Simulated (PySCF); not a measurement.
Computed shifts of a molecule C3H8BF, PBE/pcSseg-1 run with PySCF, GIAO, gas phase, atoms alike by connectivity averaged where their shifts nearly agree, in ppm (number of nuclei): ¹⁹F: -27.6 (1). ¹³C: 23.1 (1), 10.2 (1), 7.1 (1). ¹H: 1.53 (2), 1.25 (3), 0.72 (3). References: ¹¹B against BF3 (σ = 83.9 ppm); ¹⁹F against CFCl3 (σ = 133.6 ppm); ¹³C against TMS (σ = 182.0 ppm); ¹H against TMS (σ = 31.49 ppm), references at their B3LYP-D3(BJ)/def2-TZVP geometries, non-relativistic. Geometry optimised at B3LYP-D3(BJ)/def2-SVP. The values are those of a single conformer.

Q: Which structure fits?
(A) CCCBF
(B) CCB(C)F
(C) CC(C)BF

A: B, CCB(C)F
